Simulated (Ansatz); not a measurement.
CH7GaGeO. Charge 0, multiplicity 1. The bonds changed during the relaxation, so this is another structure than the one it started from. The structure was optimised at the PBE0-D4/def2-TZVP level. It is one conformer, not always the lowest.

```xyz
11

C    -0.652    1.408    1.817
Ga    0.756    1.742    0.354
Ge    0.649   -1.315   -1.824
O     0.254   -0.463   -0.282
H    -1.634    1.199    1.372
H    -0.774    2.268    2.482
H    -0.377    0.547    2.441
H    -0.585   -1.248   -2.736
H     1.837   -0.530   -2.373
H     0.996   -2.770   -1.475
H    -0.470   -0.840    0.226
```

**Question.** What is the dipole moment at PBE/def2-TZVPP? (Best estimate.)

**Answer.** Ansatz gave: 3.39 D, with components (-0.85, -3.00, -1.33) D in this frame, pointing from negative to positive charge.

**Question.** And with r2SCAN, B3LYP, ωB97M-V? (Estimate.)

**Answer.** Computed: r2SCAN 3.61 D, B3LYP 3.57 D, ωB97M-V 3.71 D.

**Question.** Give the Mulliken charges with PBE, ωB97M-V, r2SCAN in def2-TZVPP. (Best estimate.)

**Answer.** Ansatz gave: 
```
atom    PBE  ωB97M-V  r2SCAN
  C1  -0.44    -0.57   -0.40
 Ga2   0.14     0.19    0.16
 Ge3   0.25     0.24    0.31
  O4  -0.36    -0.42   -0.42
  H5   0.06     0.09    0.04
  H6   0.08     0.10    0.06
  H7   0.06     0.09    0.04
  H8  -0.01     0.02   -0.01
  H9   0.03     0.06    0.03
 H10   0.00     0.02   -0.01
 H11   0.19     0.19    0.21
```

B3LYP here is the variant with VWN-RPA as its local correlation; programs differ in this.
